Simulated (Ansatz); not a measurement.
```xyz
5

O     1.023   -0.867   -0.855
Mn   -0.064   -0.104   -0.072
O    -1.088    0.550   -1.022
O    -0.759   -1.017    0.960
Cl    0.887    1.439    0.990
```

The species carries charge 0 and has multiplicity 1.

**Question.** List the PBE0/def2-TZVPP orbital energies in eV (the Gaussian-basis code of Ansatz). (Best estimate.)

**Answer.** Computed: Occupied: -6421.89, -2768.60, -753.70, -645.94, -645.94, -645.87, -525.69, -525.69, -525.69, -260.41, -198.71, -198.55, -198.55, -93.62, -62.30, -62.30, -61.89, -28.33, -27.82, -27.82, -23.68, -14.76, -14.76, -14.02, -14.02, -13.98, -12.11, -11.66, -11.35, -11.35, -10.21, -9.90, -9.90. Lowest empty: -5.43, -5.43, -4.58, -2.99, -2.99, 0.60, 3.43, 3.48.
